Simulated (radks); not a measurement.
Results of a calculation; reference values are marked as such.
Excited configurations of N I: one electron is placed in a higher orbital outside [He] 2s2 2p2. The ground configuration is [He] 2s2 2p3. Code: a radial shooting solver on a logarithmic mesh with Libxc functionals. Model: Dirac Kohn-Sham, PBEsol, spin-unpolarised, spherical densities, finite nucleus; open shells fill j = l - 1/2 first; Fermi nuclear charge, rms radius 2.5582 fm. Excitation = E - E(ground); binding = E(ion) - E, where the ion is the core of charge +1; n* = 1/sqrt(2 binding) in atomic units, and the quantum defect is n - n*.

3s1/2: excitation (eV) 9.550; binding (eV) 3.958; n* 1.854; quantum defect 1.146; eigenvalue (eV) -2.199; <r> (bohr) 5.279
3d3/2: excitation (eV) 11.950; binding (eV) 1.558; n* 2.955; quantum defect 0.045; eigenvalue (eV) -0.705; <r> (bohr) 10.23
4d3/2: excitation (eV) 12.535; binding (eV) 0.973; n* 3.739; quantum defect 0.261; eigenvalue (eV) -0.547; <r> (bohr) 19.32
4f5/2: excitation (eV) 12.611; binding (eV) 0.897; n* 3.895; quantum defect 0.105; eigenvalue (eV) -0.431; <r> (bohr) 17.69
5s1/2: excitation (eV) 12.465; binding (eV) 1.043; n* 3.611; quantum defect 1.389; eigenvalue (eV) -0.657; <r> (bohr) 20.89
5p1/2: excitation (eV) 12.639; binding (eV) 0.869; n* 3.956; quantum defect 1.044; eigenvalue (eV) -0.542; <r> (bohr) 24.40
5f5/2: excitation (eV) 12.894; binding (eV) 0.614; n* 4.706; quantum defect 0.294; eigenvalue (eV) -0.359; <r> (bohr) 30.08
6p1/2: excitation (eV) 12.921; binding (eV) 0.587; n* 4.815; quantum defect 1.185; eigenvalue (eV) -0.382; <r> (bohr) 37.24

The Delta-SCF ionisation energy is 13.508 eV (NIST Atomic Spectra Database: 14.534 eV, measured). Self-interaction in the functional shifts the binding energies and quantum defects, so they are the method's values and not measured ones. Spin polarisation and multiplet splitting are left out, so open shells lie too high by an amount that depends on their filling.

Beside tabulated values, note that spin-unpolarised runs miss the spin-polarisation part of the exchange energy of open shells.
